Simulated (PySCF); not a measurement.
All of these have the formula C5H10NOP. Method used: PySCF, TDDFT wB97X-D/def2-SVPD, vertical, gas phase, core orbitals frozen in the response. Geometries: GFN2-xTB; one conformer of each isolated species. Triplets are in the Tamm–Dancoff approximation.

A. `C=C[C@@H]1C[P@@]1(=N)CO`
B. `NP1CCC(=O)CC1`
C. `CC[P@@H](=O)CCC#N`

Lowest singlet levels (six at most, fewer where fewer were computed) with oscillator strengths:

1. 4.38 eV (f 0.000); 6.16 eV (f 0.010); 6.53 eV (f 0.049); 6.59 eV (f 0.041); 6.88 eV (f 0.010); 7.18 eV (f 0.111); T1 3.84 eV
2. 5.41 eV (f 0.018); 5.74 eV (f 0.178); 6.48 eV (f 0.020); 6.66 eV (f 0.005); 6.85 eV (f 0.336); 6.91 eV (f 0.018); T1 4.21 eV
3. 7.54 eV (f 0.010); 7.61 eV (f 0.015); 7.76 eV (f 0.002); 7.85 eV (f 0.010); 7.88 eV (f 0.015); 8.02 eV (f 0.008); T1 6.60 eV

Question: Which spectrum belongs to which structure?

Answer: 1 = B, 2 = A, 3 = C.
- A: S1 at 5.41 eV, HOMO→LUMO+1 (74%), HOMO→LUMO+4 (12%); Löwdin shares by element: HOMO nitrogen 38%, carbon 23% or more, phosphorus 16% (atoms not listed hold the other 24%); LUMO carbon 66% or more, phosphorus 8% (atoms not listed hold the other 26%); HOMO -8.15 and LUMO 1.58 eV.
- B: S1 at 4.38 eV, HOMO-1→LUMO (90%); S1 has the pattern of n→π* at C=O; HOMO -8.87 and LUMO 1.25 eV.
- C: S1 at 7.54 eV, HOMO→LUMO+1 (25%), HOMO→LUMO+2 (20%), HOMO→LUMO+4 (14%); Löwdin shares by element: HOMO oxygen 58%, carbon 17% or more, phosphorus 15%; LUMO carbon 26% or more, hydrogen 24% or more (atoms not listed hold the other 50%); HOMO -9.90 and LUMO 1.85 eV.
